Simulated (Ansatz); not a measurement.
A single point on CH$_{7}$B$_{2}$NSi, SMILES `C[Si]1(N)BB1`.

```yaml
crystal:
  periodic: [false, false, false]
  atoms:
    - {symbol: C, position_ang: [-1.308324, -0.471180, 0.871927]}
    - {symbol: Si, position_ang: [0.184610, 0.066032, -0.113761]}
    - {symbol: N, position_ang: [1.351803, 0.460305, 1.052296]}
    - {symbol: B, position_ang: [-0.287673, -0.316891, -2.113030]}
    - {symbol: B, position_ang: [0.900539, 0.525536, -1.925366]}
    - {symbol: H, position_ang: [-1.636834, 0.350256, 1.515283]}
    - {symbol: H, position_ang: [-1.047524, -1.318750, 1.511678]}
    - {symbol: H, position_ang: [-2.136245, -0.759072, 0.227032]}
    - {symbol: H, position_ang: [2.270190, 0.797538, 0.822084]}
    - {symbol: H, position_ang: [1.175522, 0.416378, 2.041838]}
    - {symbol: H, position_ang: [-1.336623, -0.860171, -2.090620]}
    - {symbol: H, position_ang: [1.947458, 1.055017, -1.765262]}
basis:
  gaussian: {orbitals: def2-TZVPP}
hamiltonian: {xc: pbe}
correlation: {method: rpa}
```

```sh
$ ansatz run in.yaml --threads 4 --pin off --events-out ev --progress --plain
```

Shortened log:

```
Functional definition: PBE
1529 factors; integrals over basis functions are off by at most 1.1e-3 eV
mean field evaluation 1: about -11840.8852 eV, gradient 9.6e1 eV
mean field evaluation 2: about -11840.8783 eV, gradient 9.6e1 eV
mean field evaluation 4: about -11860.8073 eV, gradient 2.4e1 eV
mean field evaluation 8: about -11862.1501 eV, gradient 2.5e-1 eV
mean field evaluation 16: about -11862.1494 eV, gradient 5.3e-4 eV
mean field -11862.14944041 eV, -435.9259514814 hartree, gradient 4.2e-6 eV, S^2 0.000000; 1 other end points of the search recorded, 0 dependent functions left out
9 core orbitals not correlated: weight in the atoms' cores, before any rotation towards them, 1.000 or more for the frozen orbitals, at most 0.000 for the correlated occupied ones
reference -11827.29389094 eV, -434.6450336641 hartree; 13, 13 occupied and 242, 242 virtual orbitals, 1529 factors
Total energy: -11860.81020493 eV, -435.8767354851 hartree
```

It took 6 s on 4 threads of a server CPU on a shared host, with 0.76 GiB of host memory at the peak.
